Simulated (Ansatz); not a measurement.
A structure relaxed at r2SCAN-D4/def2-TZVP in Ansatz, charge 1, doublet:

```xyz
4

Zr    1.180   -0.325    0.533
Zr   -1.064    0.017   -0.882
O     0.518    1.139   -0.501
O    -0.634   -0.831    0.851
```

(1) Give its formula and point group.

(2) Summarise the bond lengths by kind (pairs closer than 1.2 times the sum of covalent radii, bridged metal pairs left out).

## Answers

(1) the cluster Zr₂O₂⁺. Point group C2v (tolerance 0.1 Å).

(2) 4 × O–Zr 1.91 to 1.98 Å.

In the def2 sets Zr takes a core potential; there is no spin–orbit coupling. The charge 1 doublet is spin-contaminated (final ⟨S²⟩ up to 1.29, 0.75 for a pure state). The structure comes from a short search, and lower isomers may exist.
